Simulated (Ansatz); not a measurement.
Frontier orbitals of `F[Si](F)(Cl)O[SiH2]Cl`.

Charge 0, multiplicity 1. The geometry is a stationary point of PBE0-D4/def2-TZVP. It is one conformer, not always the lowest. Basis def2-TZVPP, Ansatz.

```csv
functional,HOMO (eV),LUMO (eV),gap (eV)
LDA (SPW92),-7.95,-1.29,6.66
PBE,-7.87,-0.99,6.88
BLYP,-7.74,-0.85,6.89
PBE0,-9.27,-0.09,9.18
r2SCANh,-8.74,-0.26,8.48
HSE06 (plane-wave form),-8.86,-0.46,8.40
ωB97X-V,-11.69,1.98,13.67
ωB97M-V,-11.51,1.67,13.18
```

(1) What is the vertical ionisation energy at frozen-core CCSD(T)/CBS(def2)? (Best estimate.)

Results:

(1) Computed: 12.09 eV (T1 of the cation 0.039).

A quarter of exact exchange (PBE0) shifts PBE's HOMO by −1.40 eV and its LUMO by +0.90 eV; full exchange at long range (ωB97M-V) shifts them by −3.64 and +2.65 eV. The gap opens from 6.88 to 13.17 eV, since occupied levels lose self-interaction and empty ones feel all the electrons. A positive LUMO is unbound and depends on the basis. −ε(HOMO) differs from that ionisation energy by −4.23 eV with PBE and −0.58 eV with ωB97M-V.
